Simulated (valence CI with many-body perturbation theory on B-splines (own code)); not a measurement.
# Basis-set convergence for Re LXIII

Calculated by valence CI with perturbative core correlation (CI+MBPT): three valence electrons over a frozen Dirac-Fock core [Ne], radial functions for each j: 9 s, 9 p, 8 d, 6 f, 3 g, 1 h, with the one-electron correlation potential Σ1 (screened to all orders), the two-electron term Σ2, the three-electron term Σ3, Breit, model QED; selected single and double excitations, second order for the rest, scaled by the run's own slope (own B-spline code, finite nucleus).

No measured spectrum was set against this ion. As an estimate, large intervals hold to a few tenths of a per cent, small ones and those within an open d or f shell to about a per cent.

The reference run has the lowest level (3s^2 3p1/2) J=1/2 and an ionisation energy of 6953.49 eV. Its largest variational space holds 8448 state functions.

Levels are named by their leading jj configuration (3d3/2^4 stands for four electrons in 3d with j = 3/2), which in mixed levels can hold well under half, so a name can repeat and another be missing. Letters in brackets count levels of one name in rising energy.

Changed runs:
A. basis 6 s, 6 p, 5 d, 3 f, 1 g
B. basis 5 s, 5 p, 4 d, 2 f

Excitation energies of the reference run in cm⁻¹, and shifts in cm⁻¹:

```tsv
Level	Reference	A	B
(3s 3p1/2^2) J=1/2	1380900	-23	-52
(3s^2 3p3/2) J=3/2	3126360	-35	-85
(3s 3p1/2 3p3/2) J=3/2 [a]	4257400	-191	-576
(3s 3p1/2 3p3/2) J=5/2	4406990	-44	-133
(3s 3p1/2 3p3/2) J=3/2 [b]	4578520	-8.4	-18
(3s 3p1/2 3p3/2) J=1/2	4661900	+20	+121
(3s^2 3d3/2) J=3/2	5046410	+288	+932
(3s^2 3d5/2) J=5/2	5677870	+226	+651
(3p1/2^2 3p3/2) J=3/2	5928630	-85	-250
(3s 3p1/2 3d3/2) J=3/2 [a]	6036760	-35	-107
(3s 3p1/2 3d3/2) J=5/2	6135120	+98	+220
(3s 3p1/2 3d3/2) J=1/2	6353110	+206	+588
Ionisation energy (eV)	6953.49	-0.021	-0.07
```
